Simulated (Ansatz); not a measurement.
One change: `[CH3][Ti-]1([F])([Cl])[O]C=CC=[O+]1` becomes `[Cl][Ga-]1([Cl])[O]C=CC=[O+]1`.

Ansatz, PBE0-D4/def2-TZVP geometries, multiplicity 1. 

Scalar relativity is left out up to krypton.

```tsv
property	`[CH3][Ti-]1([F])([Cl])[O]C=CC=[O+]1`
zero-point energy (PBE0-D4/def2-TZVP) / kJ/mol	255.2
LUMO energy (PBE0/def2-TZVPP) / eV	-2.67
HOMO–LUMO gap (ωB97M-V/def2-TZVPP) / eV	9.57
LUMO energy (B3LYP/def2-TZVPP) / eV	-2.89
LUMO energy (PBE/def2-TZVPP) / eV	-3.56
HOMO energy (PBE0/def2-TZVPP) / eV	-8.01
```

(1) What does the change do to each property? (Best estimate.)

## Answers

(1) The calculation gave: 
| property | `[Cl][Ga-]1([Cl])[O]C=CC=[O+]1` | shift |
| --- | --- | --- |
| zero-point energy (PBE0-D4/def2-TZVP) / kJ/mol | 160.8 | -94.4 |
| LUMO energy (PBE0/def2-TZVPP) / eV | -2.79 | -0.12 |
| HOMO–LUMO gap (ωB97M-V/def2-TZVPP) / eV | 9.63 | 0.06 |
| LUMO energy (B3LYP/def2-TZVPP) / eV | -3.00 | -0.11 |
| LUMO energy (PBE/def2-TZVPP) / eV | -3.67 | -0.11 |
| HOMO energy (PBE0/def2-TZVPP) / eV | -8.18 | -0.17 |

With PBE0 the HOMO falls by 0.17 eV and the LUMO falls by 0.12 eV, so the gap widens by about 0.05 eV. PBE moves the HOMO by -0.46 eV and ωB97M-V by -0.15 eV. The zero-point energy changes by -94.4 kJ/mol with -12 modes.

B3LYP here is the variant with VWN-RPA as its local correlation; programs differ in this.
